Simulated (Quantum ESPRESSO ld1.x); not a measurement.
The run below uses ld1.x (Quantum ESPRESSO 7.5).

```
 &input
    zed=8.0,
    iswitch=1,
    rel=1,
    lsd=1,
    dft='PZ',
    config='[He] 2s2 2p4',
    prefix='ld1',
    max_out_wfc=37,
    file_charge='ld1.rho',
 /
```

Command: `OMP_NUM_THREADS=1 ld1.x < ld1.in > ld1.out`

Output:

```
     Program LD1 v.7.5 starts

     --------------------------- All-electron run ----------------------------

     scalar relativistic calculation

     atomic number is  8.00
     dft =PZ   lsd =1 sic =0 latt =0  beta=0.20 tr2=1.0E-14
     Exchange-correlation= PZ
                           (   1   1   0   0   0   0   0)
     mesh =1837 r(mesh) = 100.33940 a.u. xmin = -8.00 dx = 0.00800
     1 Ry =  13.60569312 eV, c = 137.03599908

     n l     nl                  e(Ry)          e(Ha)          e(eV)
     1 0     1S 1( 1.00)       -37.5660       -18.7830      -511.1121
     2 0     2S 1( 1.00)        -1.8299        -0.9150       -24.8973
     2 1     2P 1( 3.00)        -0.7573        -0.3787       -10.3042
     1 0     1S 2( 1.00)       -37.4627       -18.7313      -509.7056
     2 0     2S 2( 1.00)        -1.6123        -0.8062       -21.9367
     2 1     2P 2( 1.00)        -0.5497        -0.2749        -7.4794

     final scf error:  2.9E-15 reached in  33 iterations

     Etot =    -149.153501 Ry,     -74.576751 Ha,   -2029.336767 eV
     Total magnetization:    2.00 Bohr mag.

     Ekin =     148.663795 Ry,      74.331897 Ha,    2022.673973 eV
     Encl =    -354.998613 Ry,    -177.499306 Ha,   -4830.002181 eV
     Eh   =      72.852899 Ry,      36.426449 Ha,     991.214182 eV
     Exc  =     -15.671582 Ry,      -7.835791 Ha,    -213.222741 eV

     normalization and overlap integrals

     s(1S/1S) =  1.000000  <r> =   0.2009  <r2> =    0.0546  r(max) =   0.1301
     s(1S/2S) = -0.000219
     s(2S/2S) =  1.000000  <r> =   1.1360  <r2> =    1.5698  r(max) =   0.8664
     s(2P/2P) =  1.000000  <r> =   1.2297  <r2> =    2.0004  r(max) =   0.8062
     s(1S/1S) =  1.000000  <r> =   0.2004  <r2> =    0.0543  r(max) =   0.1301
     s(1S/2S) = -0.000213
     s(2S/2S) =  1.000000  <r> =   1.1677  <r2> =    1.6683  r(max) =   0.8803
     s(2P/2P) =  1.000000  <r> =   1.3338  <r2> =    2.4049  r(max) =   0.8324

     ------------------------ End of All-electron run ------------------------
```

Run on one thread of a shared host, so times are rough (Intel(R) Xeon(R) Processor @ 2.60GHz): 0.61 s of CPU time, 0.64 s wall, 33 iterations on 1837 mesh points.
